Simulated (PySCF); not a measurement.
Job file and geometry (Å, from PBE0-D3(BJ)/def2-SVP) of an NMR shielding run on SMILES CC[C@@H]1C[C@H](C2CC2)[SiH2]1, C$_{8}$H$_{16}$Si, GIAO KT2/pcSseg-1 NMR shielding, non-relativistic, gas phase in PySCF; density fitting, a coarse starting grid and PySCF grid level 2 are the driver's defaults:

```
$ OMP_NUM_THREADS=1 python probes_run.py task.json out

{"job": {"kind": "nmr", "xc": "KT2", "basis": "pcSseg-1", "pop": false}, "charge": 0, "multiplicity": 1}
C      3.215859    -0.515477     0.510289
C      2.408371    -0.201561    -0.742008
C      1.146807     0.597555    -0.466466
C      0.046642    -0.065822     0.408606
C     -1.234505     0.613113    -0.148227
C     -2.518130    -0.159078    -0.081678
C     -3.839833     0.549295    -0.095740
C     -3.367267    -0.125036     1.159456
Si    -0.232466     0.888557    -1.743476
H      3.528769     0.408276     1.023548
H      2.627829    -1.108239     1.228884
H      4.124831    -1.089969     0.273689
H      3.040160     0.350885    -1.458767
H      2.136068    -1.144218    -1.249725
H      1.408905     1.575117    -0.019888
H      0.183730     0.029751     1.499574
H      0.008276    -1.147516     0.184221
H     -1.361783     1.594190     0.344646
H     -2.491423    -1.120790    -0.607954
H     -4.667703     0.098324    -0.649058
H     -3.827592     1.642990    -0.125635
H     -3.868345    -1.042834     1.478750
H     -3.028848     0.509750     1.983804
H     -0.365716    -0.255873    -2.702186
H     -0.326410     2.171870    -2.511156
```

Question: Write the output of this run.

Answer: 
```
coarse grid: 20232 points
cycle   1  E = -611.8318841121  dE =  7.084e-01  |g| = 6.480e-01  |ddm| = 4.408e+00
cycle   2  E = -611.6029268760  dE =  2.290e-01  |g| = 1.105e+00  |ddm| = 2.000e+00
cycle   3  E = -611.9543484373  dE = -3.514e-01  |g| = 1.222e-01  |ddm| = 1.474e+00
cycle   4  E = -611.9581462858  dE = -3.798e-03  |g| = 5.113e-02  |ddm| = 2.286e-01
cycle   5  E = -611.9587992092  dE = -6.529e-04  |g| = 1.072e-02  |ddm| = 5.829e-02
cycle   6  E = -611.9588264758  dE = -2.727e-05  |g| = 4.043e-03  |ddm| = 1.799e-02
cycle   7  E = -611.9588308418  dE = -4.366e-06  |g| = 8.520e-04  |ddm| = 5.622e-03
final grid: 187544 points
cycle   8  E = -611.9822184394  dE = -2.896e-04  |g| = 2.183e-02  |ddm| = 6.905e-02
cycle   9  E = -611.9820127168  dE =  2.057e-04  |g| = 3.370e-02  |ddm| = 5.477e-02
cycle  10  E = -611.9823226106  dE = -3.099e-04  |g| = 4.045e-03  |ddm| = 4.138e-02
cycle  11  E = -611.9823266275  dE = -4.017e-06  |g| = 1.516e-03  |ddm| = 6.899e-03
cycle  12  E = -611.9823272219  dE = -5.945e-07  |g| = 1.501e-04  |ddm| = 1.636e-03
cycle  13  E = -611.9823272268  dE = -4.851e-09  |g| = 6.741e-05  |ddm| = 2.346e-04
cycle  14  E = -611.9823272278  dE = -1.031e-09  |g| = 2.081e-05  |ddm| = 7.832e-05
cycle  15  E = -611.9823272280  dE = -1.201e-10  |g| = 4.228e-06  |ddm| = 3.270e-05
converged SCF energy = -611.9823272280

GIAO shielding tensors (ppm)
atom      isotropic    diamagn.    paramagn.     s11        s22        s33       span
  0 C      166.893     247.466     -80.573    150.832    165.543    184.303     33.471
  1 C      151.226     246.121     -94.895    140.451    146.009    167.218     26.767
  2 C      155.496     256.314    -100.817    134.253    155.805    176.432     42.178
  3 C      143.278     254.842    -111.564    123.183    138.941    167.710     44.528
  4 C      149.294     253.693    -104.398    123.739    145.603    178.541     54.802
  5 C      166.488     238.999     -72.512    140.012    146.541    212.910     72.898
  6 C      176.960     258.682     -81.722    147.635    171.311    211.934     64.299
  7 C      174.522     254.267     -79.745    141.877    170.975    210.714     68.838
  8 Si     384.707     885.285    -500.578    348.112    368.805    437.205     89.093
  9 H       30.582      29.295       1.288     26.719     28.570     36.458      9.738
 10 H       30.105      31.274      -1.169     25.537     30.343     34.435      8.897
 11 H       30.089      26.404       3.685     25.633     27.178     37.455     11.823
 12 H       29.543      29.045       0.498     24.283     28.868     35.478     11.195
 13 H       29.791      31.738      -1.947     24.913     30.564     33.896      8.983
 14 H       29.906      34.667      -4.762     25.920     30.500     33.297      7.376
 15 H       28.187      34.985      -6.798     22.612     28.877     33.073     10.461
 16 H       29.591      36.086      -6.494     25.958     31.111     31.705      5.747
 17 H       30.741      34.957      -4.216     26.132     32.046     34.045      7.913
 18 H       30.582      31.297      -0.715     23.475     30.028     38.242     14.767
 19 H       30.750      29.281       1.468     25.127     26.465     40.656     15.529
 20 H       31.314      31.318      -0.005     25.824     29.186     38.931     13.107
 21 H       30.689      29.667       1.022     25.202     26.317     40.548     15.346
 22 H       31.241      31.642      -0.401     26.249     28.894     38.580     12.332
 23 H       26.752      31.135      -4.383     24.128     25.920     30.208      6.080
 24 H       26.131      30.297      -4.167     22.318     24.052     32.021      9.703
```

Question: Turn these shieldings into chemical shifts. Chemical shifts δ = σref − σ; ¹³C (183.22 ppm), ²⁹Si (361.05 ppm), ¹H (31.18 ppm) against TMS, all at this level.

Answer: Averaging equivalent atoms: C 3: 39.9; C 4: 33.9; C 1: 32.0; C 2: 27.7; C 5: 16.7; C 0: 16.3; C 7: 8.7; C 6: 6.3; Si 8: -23.7; H 24: 5.05; H 23: 4.43; H 15: 2.99; H 12: 1.64; H 16: 1.59; H 13: 1.39; H 14: 1.27; H 9/10/11: 0.92; H 18: 0.60; H 21: 0.49; H 17: 0.44; H 19: 0.43; H 22: -0.06; H 20: -0.13 ppm. 

Size and cost of the density-fitted run: 240 basis functions, 64 s wall time on 1 thread of an Arm Neoverse V2, shared host; peak memory 0.95 GiB.
